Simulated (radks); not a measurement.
The numbers below are computed, except where a source is named.
Polarisability of the beryllium ion Be+, [He] 2s1, at imaginary frequency. Level of theory: non-relativistic Kohn-Sham, PBE, spin-polarised, spherical densities, point nucleus; open shells are filled with parallel spins first (a radial shooting solver on a logarithmic mesh with Libxc functionals). Response by self-consistent Sternheimer equations with the Hartree and adiabatic LDA kernel.

| w (hartree) | alpha1(iw) (bohr^3) | alpha2(iw) (bohr^5) |
|---|---|---|
| 0.00266 | 20.48 | 58.31 |
| 0.0143 | 20.34 | 58.25 |
| 0.0360 | 19.55 | 57.92 |
| 0.0697 | 17.39 | 56.88 |
| 0.118 | 13.61 | 54.38 |
| 0.186 | 9.223 | 49.47 |
| 0.280 | 5.602 | 41.51 |
| 0.413 | 3.198 | 31.12 |
| 0.605 | 1.764 | 20.42 |
| 0.892 | 0.9437 | 11.68 |
| 1.35 | 0.4861 | 5.837 |
| 2.12 | 0.2384 | 2.530 |
| 3.59 | 0.1084 | 0.9189 |
| 6.94 | 0.04046 | 0.2541 |
| 17.5 | 0.008461 | 0.04115 |

Static values: alpha1 = 20.49 bohr^3 (3.036 angstrom^3; uncoupled 24.08), alpha2 = 58.31 bohr^5, alpha3 = 500.1 bohr^7. C6 = 53.56, C8 = 1115, triple-dipole C9 = 809.0 atomic units. One-pole (London) frequency 4 C6 / (3 alpha1^2) = 0.170 hartree, against 0.532 for minus the highest occupied eigenvalue.
